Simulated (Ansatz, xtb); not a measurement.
## Two structures of AlClGaH4N

We compare a, a singlet given by its coordinates, with b, a singlet given by its coordinates. Both are isolated molecules in the gas phase, relaxed with B3LYP-D3(BJ)/def2-SVP.

a (Å):

```yaml
atoms:
  - { symbol: Al, position_ang: [-1.0933, -0.8642, 1.5242] }
  - { symbol: Cl, position_ang: [-2.8604, -1.2137, 0.4125] }
  - { symbol: Ga, position_ang: [1.0604, -0.4172, 2.9691] }
  - { symbol: N, position_ang: [0.6368, -1.0972, 0.8060] }
  - { symbol: H, position_ang: [0.9938, -0.4605, 0.0926] }
  - { symbol: H, position_ang: [0.9877, -2.0305, 0.5876] }
  - { symbol: H, position_ang: [-0.7506, -1.7126, 2.8990] }
  - { symbol: H, position_ang: [-0.7455, 0.6187, 2.1607] }
```

Close contacts (Å): Al1–Cl2 2.12, Al1–Ga3 2.63, Al1–N4 1.89, Ga3–N4 2.31, Al1–H7 1.65, Al1–H8 1.65, N4–H5 1.02, N4–H6 1.02.

b (Å):

```yaml
atoms:
  - { symbol: Al, position_ang: [-0.6033, -0.3168, 2.9429] }
  - { symbol: Cl, position_ang: [-1.1165, 1.4421, 4.0323] }
  - { symbol: Ga, position_ang: [-0.6704, 0.1070, 0.4254] }
  - { symbol: N, position_ang: [-2.0739, -0.9323, 1.9275] }
  - { symbol: H, position_ang: [-1.5188, 0.0094, -0.9396] }
  - { symbol: H, position_ang: [-2.9910, -0.4919, 2.0245] }
  - { symbol: H, position_ang: [-2.2227, -1.9290, 1.7579] }
  - { symbol: H, position_ang: [0.4075, -1.3764, 3.5214] }
```

Close contacts (Å): Al1–Cl2 2.13, Al1–Ga3 2.55, Al1–N4 1.89, Ga3–N4 2.30, Al1–H8 1.57, Ga3–H5 1.61, N4–H6 1.02, N4–H7 1.02.

Question: Estimate which is lower in electronic energy at CCSD(T)/def2-SVP + ΔMP2/def2-TZVPP, and by roughly how much.

Answer: The CCSD(T)/def2-SVP + ΔMP2/def2-TZVPP calculation puts structure a lower, by 15.3 kcal/mol.

How the difference moves with the method:

```csv
level,geometry,E(b) − E(a) (kcal/mol),departure from the last row (kcal/mol),"job, with rough time for the two"
B3LYP-D3(BJ)/def2-SVP,B3LYP-D3(BJ)/def2-SVP,+17.4,+2.1,"optimisation, 24 s"
HF/def2-SVP,B3LYP-D3(BJ)/def2-SVP,+13.1,−2.2,part of the CCSD(T) run
MP2/def2-SVP,B3LYP-D3(BJ)/def2-SVP,+13.2,−2.1,part of the CCSD(T) run
CCSD(T)/def2-SVP,B3LYP-D3(BJ)/def2-SVP,+14.5,−0.8,single point
CCSD(T)/def2-SVP + ΔMP2/def2-TZVPP,B3LYP-D3(BJ)/def2-SVP,+15.3,,"single point, 14 s"
```

None of the levels shown reverses the order. The largest departure from CCSD(T)/def2-SVP + ΔMP2/def2-TZVPP is that of HF/def2-SVP, 2.2 kcal/mol. Levels run at GFN2-xTB geometries aren't shown. The last row adds to CCSD(T) the change of the MP2 difference between the two basis sets, here +0.8 kcal/mol.

With harmonic frequencies from B3LYP-D3(BJ)/def2-SVP (ideal gas, rigid rotor, one conformer each, 298.15 K, 1 atm): on the last row, ΔE + ΔZPE = +14.3 kcal/mol. A mode under 50 cm⁻¹ makes harmonic enthalpies and free energies unreliable, so none is given.

The correlated steps freeze 20 core orbitals; the filled d shell of Ga is correlated, in a basis made for valence electrons. Programs: Ansatz 0.2.0; the last row on 2 threads of Intel(R) Xeon(R) 6975P-C (Granite Rapids) on a shared host.
